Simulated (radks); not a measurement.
The boron anion B- inside a hard spherical wall (all orbitals vanish at R), configuration held at [He] 2s2 2p2 and not refilled when levels cross. All-electron calculation, scalar-relativistic Kohn-Sham, PBE, spin-unpolarised, spherical densities, point nucleus. Program: a radial shooting solver on a logarithmic mesh with Libxc functionals. Eigenvalues in eV, with the zero of energy where the potential of the charges vanishes at infinity; a dash marks a level that is unbound or too diffuse for the functional's potential to be trusted. A positive occupied level is held by the wall or, in an anion where self-interaction has pushed it up, behind a barrier. The pressure on the wall is -dE/dV.

| R (bohr) | E (hartree) | kinetic (hartree) | e(1s) | e(2s) | e(2p) | e(3s, empty) | e(3p, empty) | pressure (GPa) |
|---|---|---|---|---|---|---|---|---|
| 12 | -24.61215 | 24.540 | -173.42 | -2.879 | 2.430 | 3.472 | 4.508 | 0.0346 |
| 5 | -24.45897 | 24.988 | -166.57 | 1.683 | 7.610 | 19.881 | 22.858 | 12.0 |
| 4 | -24.22883 | 25.647 | -160.90 | 5.479 | 12.025 | 34.652 | 36.984 | 56.2 |
| 3.5 | -23.96424 | 26.332 | -156.02 | 9.134 | 16.093 | 48.535 | 49.589 | 136 |
| 2.5 | -22.41989 | 29.749 | -137.73 | 26.951 | 33.983 | 112.59 | 103.81 | 1120 |
| 2 | -20.05006 | 34.360 | -120.04 | 51.626 | 55.522 | 194.19 | 168.40 | 4230 |
